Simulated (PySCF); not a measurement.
CH3Si, SMILES C[Si] (connectivity only; charge and spin as stated), charge +1, multiplicity 1. Atoms are numbered in the order given.

```xyz
5

C      0.0000     0.0000    -1.0442
Si     0.0000     0.0000     0.7571
H      0.8898     0.5137    -1.4445
H     -0.8898     0.5137    -1.4445
H      0.0000    -1.0274    -1.4445
```
Charge +1, spin multiplicity 1.

The structure is a stationary point at r2SCAN-D4/def2-TZVP. The spin state was assumed, not searched. The isomer is the one that the SMILES or the coordinates give; other isomers of the formula were not compared.

Two levels are set side by side: PBE/pcSseg-2 (PySCF) and PBE0/pcSseg-2 (PySCF). GIAO shifts against TMS (²⁹Si), TMS (¹H), TMS (¹³C) at the same level; non-relativistic, no solvent, atoms listed together averaged. Differences are taken from unrounded values.

| quantity | PBE0 |
|---|---|
| δ(¹³C) of C1 (ppm) | 80.0 |
| δ(²⁹Si) of Si2 (ppm) | 830.0 |
| δ(¹H) of H3, H4, H5 (ppm) | 3.23 |

**Question.** What does PBE give, and how far is it from PBE0? (An estimate is asked for; the answer gives what the named calculation found.)

**Answer.** 
```csv
quantity,PBE,PBE minus PBE0
δ(¹³C) of C1 (ppm),82.5,2.5
δ(²⁹Si) of Si2 (ppm),822.8,-7.2
"δ(¹H) of H3, H4, H5 (ppm)",3.42,0.19
```

Rough cost on one machine, each run with all the roots and properties that it gave: PBE0 against PBE within a factor of 2.
